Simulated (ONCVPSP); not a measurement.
u(r) = r·R(r): atom against pseudo-atom (manganese)

Columns: radius, all-electron u(r) and pseudo u(r) of the 3d shell (level -10.66 eV) of manganese in the configuration [Ne] 3s2 3p6 3d5 4s1.5; PBE, scalar-relativistic, ONCV scheme, ONCVPSP 4.0.1.

| r (bohr) | all-electron | pseudo |
| --- | --- | --- |
| 0.082 | 0.0370 | 0.0033 |
| 0.165 | 0.1710 | 0.0255 |
| 0.248 | 0.3496 | 0.0808 |
| 0.330 | 0.5204 | 0.1739 |
| 0.413 | 0.6631 | 0.3045 |
| 0.495 | 0.7682 | 0.4594 |
| 0.578 | 0.8391 | 0.6258 |
| 0.660 | 0.8782 | 0.7796 |
| 0.742 | 0.8929 | 0.9044 |
| 0.825 | 0.8888 | 0.9880 |
| 0.908 | 0.8713 | 1.0246 |
| 0.990 | 0.8450 | 1.0179 |
| 1.072 | 0.8130 | 0.9766 |
| 1.155 | 0.7771 | 0.9098 |
| 1.238 | 0.7394 | 0.8303 |
| 1.320 | 0.7016 | 0.7521 |
| 1.402 | 0.6641 | 0.6848 |
| 1.485 | 0.6270 | 0.6320 |
| 1.568 | 0.5911 | 0.5914 |
| 1.650 | 0.5570 | 0.5570 |
| 1.733 | 0.5242 | 0.5241 |
| 1.815 | 0.4933 | 0.4933 |
| 1.898 | 0.4637 | 0.4637 |
| 1.980 | 0.4361 | 0.4360 |
| 2.062 | 0.4100 | 0.4100 |
| 2.145 | 0.3851 | 0.3851 |

Question: How many radial nodes do the two functions have?

Answer: The all-electron 3d function has n − l − 1 = 0; the pseudo-wave has 0.

Question: At about which radius was the pseudo-wave matched?

Answer: 1.65 bohr, where the columns begin to agree (steps of 0.08 bohr).

Question: Is the pseudo-wave norm-conserving?

Answer: Yes: the ONCV scheme keeps the norm inside the radius equal to the all-electron one, which fixes the energy derivative of the logarithmic derivative at the level.
